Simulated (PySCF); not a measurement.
Correlation energy of W⁺ (tungsten, charge +1)

[Xe] 4f14 5d3 6s1 6p1, one real determinant (an excited configuration). All numbers are calculated (PySCF 2.14, the spin-free X2C one-electron Hamiltonian (Gaussian nucleus), in ANO-RCC-VTZP (8s7p5d3f2g1h, 104 functions)). Frozen: [Xe] 4f14; 5 electrons correlated.

```tsv
level	correlation energy (mhartree)
CCSD	-37.76
(T)	-0.71
CCSD(T)	-38.47
```

Diagnostics: T1 = 0.045, D1 = 0.1430, largest double amplitude 0.091.

Task: Is a single reference adequate?

Result: Not fully. The real determinant used has ⟨L²⟩ near 14 against 20 for a pure G term, so it mixes terms. Spin-orbit coupling, absent here, splits the open shell strongly. T1 exceeds 0.03, a sign that the reference determinant is poor.

The basis was made for the ground configuration and has no added diffuse functions, which can raise the energy of the promoted electron.

The reference is one real determinant that mixes LS terms of this configuration.
